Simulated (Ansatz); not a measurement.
`OB(O)[Se]C(F)(F)F` + CH₄ → `C[Se]C(F)(F)F` + `OBO`  (formal exchange of groups at the Se–B bond)

Program: Ansatz. Geometries: PBE0-D4/def2-TZVP. ΔE: electronic, gas phase. CCSD(T)/CBS adds triple-zeta CCSD(T) − MP2 to the extrapolated MP2 energy (def2 sets, frozen cores). This one scheme is used for every species. DFT in def2-TZVPP. B3LYP here is the variant with VWN-RPA as its local correlation; programs differ in this. For Se outer-core shells are correlated without core-valence functions, which leaves a few kJ/mol of doubt a bond. Scalar relativity is left out up to krypton. Each species was taken in one conformer, which may not be the lowest.

```tsv
level	ΔE (kJ/mol)	difference from CCSD(T)/CBS
PBE-D4	98.4	3.3
r2SCAN-D4	102.7	7.6
PBE0-D4	98.9	3.8
B3LYP-D4	96.3	1.2
ωB97X-V	94.3	-0.8
ωB97M-V	96.2	1.1
B2PLYP	93.4	-1.7
PBE	95.0	-0.1
r2SCAN	101.7	6.6
PBE0	95.8	0.7
B3LYP	90.8	-4.3
HF/def2-TZVPP	87.0	-8.1
MP2/def2-TZVPP	97.7	2.6
SCS-MP2/def2-TZVPP	92.1	-3.0
CCSD/def2-TZVPP	93.5	-1.6
CCSD(T)/def2-TZVPP	95.3	0.2
HF/def2-QZVPP	85.7	-9.4
MP2/def2-QZVPP	97.2	2.1
SCS-MP2/def2-QZVPP	91.5	-3.6
HF/CBS(def2)	85.5	-9.6
MP2/CBS(def2)	97.5	2.4
CCSD/CBS(def2)	93.2	-1.9
CCSD(T)/CBS	95.1	0
```

Largest T1 diagnostic among the species: 0.013.

In def2-TZVPP, CCSD(T) changes the Hartree–Fock value by +8.3 kJ/mol (the triples alone add +1.9 kJ/mol) and MP2 by +10.8 kJ/mol. The D4 term adds +5.5 kJ/mol with B3LYP and +3.1 kJ/mol with PBE0; it sums over pairs of atoms, weighted by their polarisabilities, and B3LYP, whose exchange is more repulsive, gets the larger term.
